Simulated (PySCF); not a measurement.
# Radial density of Nb²⁺ (niobium, charge +2)

UHF, [Kr] 4d3, high-spin 4F determinant. All numbers are calculated (PySCF 2.14, the spin-free X2C one-electron Hamiltonian (Gaussian nucleus), in x2c-TZVPall (8s6p6d1f, 63 functions)).

| r (bohr) | 4πr²ρ (e/bohr) | 4πr²(ρα − ρβ) |
| --- | --- | --- |
| 0.0385 | 46.45 | -0.0036 |
| 0.0648 | 46.72 | -0.0032 |
| 0.109 | 63.64 | 0.0468 |
| 0.183 | 44.05 | 0.2447 |
| 0.308 | 45.93 | 0.3293 |
| 0.518 | 30.69 | 0.0047 |
| 0.872 | 10.23 | 0.6337 |
| 1.47 | 7.413 | 1.8858 |
| 2.47 | 1.251 | 0.8391 |
| 4.15 | 0.05680 | 0.0557 |
| 6.98 | 8.427e-05 | 0.0001 |

Densities and radii are taken from the X2C orbitals without a picture-change correction, which distorts them close to the nucleus.

Question: Where is the radial spin density 4πr²(ρα − ρβ) most negative, and why is it negative at all?

Answer: Around r = 0.0385 bohr, down to -0.0036 e/bohr: exchange with the open shell polarises the paired shells in an unrestricted calculation.
